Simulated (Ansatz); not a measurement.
## A geometry optimisation of B2ClHOSi with PBE0-D3(BJ)/def2-SVP

The starting geometry of this gas-phase singlet was optimised with GFN2-xTB.

```yaml
atoms:
  - { symbol: B, position_ang: [-0.5319, -2.7039, -1.5792] }
  - { symbol: B, position_ang: [-0.7517, -1.3649, -0.7010] }
  - { symbol: Cl, position_ang: [-3.3751, -3.6617, -3.9741] }
  - { symbol: O, position_ang: [-0.9520, -0.3664, -0.0671] }
  - { symbol: Si, position_ang: [-1.8504, -3.2061, -2.7280] }
  - { symbol: H, position_ang: [0.4309, -3.3736, -1.5129] }
```

Predict what becomes of its bonds when it is optimised with PBE0-D3(BJ)/def2-SVP.

A new bond forms, giving a structure with Cl3 bridging Si5 and B1, given below by its coordinates. Contacts that close: B1–Cl3 (3.84 → 2.08 Å).

The energy falls by 1.08 eV over 23 steps:

```
step  E − E(last) (eV)
   1             1.079
   3             0.998
   6             0.929
   8             0.641
  11             0.403
  13             0.281
  16             0.033
  18             0.006
  21             0.000
  23             0.000
```

Final geometry (Å):

```xyz
6

B    -0.8414   -2.8352   -1.8094
B    -0.9307   -1.3954   -0.9745
Cl   -2.0666   -2.7021   -3.4898
O    -1.0435   -0.3783   -0.3330
Si   -2.3707   -4.0854   -1.7819
H     0.2227   -3.2802   -2.1738
```

No frequencies were run, so the end isn't proven a minimum. Run with Ansatz 0.2.0, 59 s on 1 thread of Arm Neoverse V2, on a shared host.
